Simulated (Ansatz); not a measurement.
`N=[CH][Al]([F])[SH]`, charge 0, multiplicity 1.

(1) Give a relaxed structure at PBE0-D4/def2-TZVP (Ansatz 0.2.0). (Best estimate.)

## Answers

(1) The calculation gave: 
Cartesian coordinates in Å:
```
N -0.654 -0.042 1.326
C -0.182 -0.879 0.489
Al 0.551 -0.003 -1.112
F 1.215 -0.883 -2.335
S 0.456 2.149 -1.213
H -1.038 -0.491 2.163
H -0.205 -1.962 0.685
H -0.142 2.110 -0.001
```
Point group Cs.
